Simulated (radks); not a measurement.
Coulomb parameter of the 3d shell of the copper ion Cu2+ in the model configuration [Ar] 3d8 4s1, as a second difference U = [E(n + 0.5) + E(n - 0.5) - 2 E(n)] / (0.5)^2 with all orbitals relaxed. "Bare": the charge of the atom changes with n. "Screened": the 4s shell takes up the change at fixed total charge, which measures U(3d,3d) + U(4s,4s) - 2 U(3d,4s). Method: Dirac Kohn-Sham, PBEsol, spin-unpolarised, spherical densities, finite nucleus; open shells are shared between the two j in proportion to 2j + 1; Fermi nuclear charge, rms radius 3.8823 fm; computed with a radial shooting solver on a logarithmic mesh with Libxc functionals.

\begin{tabular}{lrr}
case & configuration & E - E(n) (eV) \\ \hline
start & [Ar] 3d8 4s1 & 0.000 \\
bare +0.5 & [Ar] 3d8.5 4s1 & -15.913 \\
bare -0.5 & [Ar] 3d7.5 4s1 & 20.710 \\
screened +0.5 & [Ar] 3d8.5 4s0.5 & -5.360 \\
screened -0.5 & [Ar] 3d7.5 4s1.5 & 6.579 \\
\end{tabular}

U(bare) = 19.188 eV, U(screened by 4s) = 4.876 eV.
